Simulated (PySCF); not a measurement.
Relaxation of singlet Br₄

All numbers come from PySCF, PBE0, basis Br def2-SVP (no relativity, density fitting). A (50,194) grid was used.

A hand-made trigonal pyramidal start, of C3v symmetry, held to at least that symmetry:

```xyz
4
charge 0 multiplicity 1, angstrom
Br    0.0000    0.0000   -0.8028
Br    2.0131    0.0000    0.2676
Br   -1.0066    1.7434    0.2676
Br   -1.0065   -1.7434    0.2676
```

Optimiser trace:
| step | E − E(last) (kJ/mol) | largest gradient (Eh/bohr) |
| --- | --- | --- |
| 0 | 340.25 | 0.08689 |
| 1 | 194.44 | 0.04328 |
| 2 | 100.26 | 0.03028 |
| 3 | 45.41 | 0.03133 |
| 4 | 27.58 | 0.02102 |
| 5 | 19.08 | 0.01452 |
| 6 | 2.82 | 0.00697 |
| 7 | 0.01 | 0.00056 |
| 8 | 0.00 | 0.00005 |

It ends at D3h with Br–Br 2.491 Å (×3); Br–Br–Br 120.0° (×3). A frequency run shows a minimum.

The relaxation took of the order of 2.5 core-minutes on a shared host.
